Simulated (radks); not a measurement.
Charge is removed step by step from the 3d down level of neutral bromine, starting from [Ar] 3d(up 5, down 5) 4s2 4p5. Method: scalar-relativistic Kohn-Sham, BLYP, spin-polarised, spherical densities, finite nucleus; open shells are filled with parallel spins first; Fermi nuclear charge, rms radius 4.1629 fm; computed with a radial shooting solver on a logarithmic mesh with Libxc functionals.

removed (e) = 0: E - E(0) (eV) 0.000; eigenvalue (eV) -66.517; E minus straight line (eV) 0.000
removed (e) = 0.25: E - E(0) (eV) 17.306; eigenvalue (eV) -72.004; E minus straight line (eV) -2.148
removed (e) = 0.5: E - E(0) (eV) 36.009; eigenvalue (eV) -77.705; E minus straight line (eV) -2.898
removed (e) = 0.75: E - E(0) (eV) 56.163; eigenvalue (eV) -83.604; E minus straight line (eV) -2.198
removed (e) = 1: E - E(0) (eV) 77.815; eigenvalue (eV) -89.690; E minus straight line (eV) 0.000

Removing the whole electron costs 77.815 eV by Delta-SCF, against 66.517 eV from minus the eigenvalue at the starting occupation. Slater's transition state (half an electron removed) gives 77.705 eV. Integrating minus the eigenvalue over the occupation (Janak's theorem) gives 77.837 eV. In this scalar-relativistic scheme the density is built from large components alone, so the theorem holds only approximately. The mean slope of the eigenvalue, de/dn, is 23.2 eV per electron.
